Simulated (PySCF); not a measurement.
Cartesian coordinates in Å; atom numbers follow the order of the lines, from 1:
```xyz
37

Si    1.3044   -0.8769    0.5280
C     1.5480   -1.3714    2.3093
H     1.6879   -2.4600    2.3959
H     0.6675   -1.0990    2.9107
H     2.4297   -0.8746    2.7429
C     2.7392   -1.3788   -0.5513
H     3.6747   -0.9227   -0.1920
H     2.5799   -1.0440   -1.5877
H     2.8674   -2.4722   -0.5576
O     1.1523    0.7691    0.3970
Si    0.3043    2.1096    0.9172
C    -0.9694    1.5890    2.1931
C    -0.5285    2.8810   -0.5739
C     1.5333    3.3090    1.6636
H    -1.6003    2.4396    2.4970
H    -0.4828    1.1931    3.0983
H    -1.6284    0.8029    1.7929
H    -1.2646    2.1970   -1.0234
H    -1.0557    3.8084   -0.2988
H     0.2150    3.1312   -1.3469
H     2.0425    2.8582    2.5298
H     2.3025    3.5892    0.9271
H     1.0359    4.2310    2.0047
O    -0.0944   -1.6001    0.0067
Si   -1.1689   -1.5892   -1.2745
C    -2.7411   -0.7361   -0.7123
C    -1.5228   -3.3706   -1.7263
C    -0.4090   -0.6751   -2.7267
H    -3.5145   -0.7667   -1.4963
H    -2.5548    0.3205   -0.4655
H    -3.1482   -1.2259    0.1862
H    -1.9438   -3.9152   -0.8673
H    -2.2442   -3.4354   -2.5565
H    -0.6006   -3.8875   -2.0345
H    -0.1076    0.3435   -2.4368
H     0.4845   -1.1996   -3.1002
H    -1.1237   -0.5951   -3.5614
```

Geometry: PBE0-D3(BJ)/def2-SVP; GIAO absolute shieldings from PySCF 2.14.0 with density-fitted response routines, gas phase, non-relativistic, averaged over equivalent atoms.

At wB97X-D/pcSseg-1 (362 basis functions):
```json
{"atoms": "Si11/Si25", "σ (ppm)": "337.7"}
{"atoms": "Si1", "σ (ppm)": "361.8"}
{"atoms": "C12/C13/C14/C26/C27/C28", "σ (ppm)": "182.0"}
{"atoms": "C2/C6", "σ (ppm)": "182.7"}
{"atoms": "H15/H16/H17/H18/H19/H20/H21/H22/H23/H29/H30/H31/H32/H33/H34/H35/H36/H37", "σ (ppm)": "31.21"}
{"atoms": "H3/H4/H5/H7/H8/H9", "σ (ppm)": "31.32"}
{"atoms": "O10/O24", "σ (ppm)": "237.3"}
```

Question: What do these become at PBE0/pcSseg-1?

Answer: 
```json
{"atoms": "Si11/Si25", "σ at PBE0/pcSseg-1": "336.4", "change": "-1.3"}
{"atoms": "Si1", "σ at PBE0/pcSseg-1": "360.8", "change": "-1.0"}
{"atoms": "C12/C13/C14/C26/C27/C28", "σ at PBE0/pcSseg-1": "182.0", "change": "+0.0"}
{"atoms": "C2/C6", "σ at PBE0/pcSseg-1": "182.7", "change": "+0.0"}
{"atoms": "H15/H16/H17/H18/H19/H20/H21/H22/H23/H29/H30/H31/H32/H33/H34/H35/H36/H37", "σ at PBE0/pcSseg-1": "31.09", "change": "-0.12"}
{"atoms": "H3/H4/H5/H7/H8/H9", "σ at PBE0/pcSseg-1": "31.21", "change": "-0.11"}
{"atoms": "O10/O24", "σ at PBE0/pcSseg-1": "234.2", "change": "-3.1"}
```

The largest change is at O10/O24 (oxygen bonded to 2 Si). Cost: 362 basis functions.
